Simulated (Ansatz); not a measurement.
A made-up structure of GaH$_{4}$SO (charge +1), singlet:

```
7
angstrom
O -1.4056 0.0808 -0.6983
Ga 0.2909 -0.0123 0.7684
S 2.2026 -0.1391 -0.6649
H -1.3141 0.0676 -1.7770
H -2.4506 0.1464 -0.4240
H -0.4852 0.0459 2.2957
H 3.1620 -0.1893 0.5001
```

It is relaxed with PBE-D4/def2-SVP and then PBE0-D4/def2-TZVP (Ansatz 0.2.0). Atoms count as bonded within 1.22 times the sum of their covalent radii (H–H: 0.88 Å). The end point is not checked to be a true minimum.

**Question.** Does its bonding change? (A judgement: the text doesn't fix the answer.)

**Answer.** Computed: No: no bond forms or breaks.

Where it ends: The first stage lowers the energy by 1.23 eV in 7 steps. It ends as GaH₄SO ([OH2][GaH][SH]), total charge +1:
| atom | x (Å) | y (Å) | z (Å) |
| --- | --- | --- | --- |
| O1 | -1.2550 | 0.0723 | -0.6234 |
| Ga2 | 0.2595 | -0.0109 | 0.6864 |
| S3 | 1.9660 | -0.1245 | -0.5938 |
| H4 | -1.1724 | 0.0607 | -1.5864 |
| H5 | -2.1882 | 0.1302 | -0.3793 |
| H6 | -0.4329 | 0.0411 | 2.0504 |
| H7 | 2.8230 | -0.1690 | 0.4461 |

Labels in which every atom is bracketed show which atoms are joined, not bond orders.

For scale, one of the runs: PBE0-D4/def2-TZVP relaxation, 140 basis functions, launched by `ansatz run in.yaml --threads 2 --pin off --events-out ev --progress --plain --max-ram 4352MiB`. Hardware: 2 CPU threads of an Arm Neoverse V1, shared host. Wall time about 22 s.
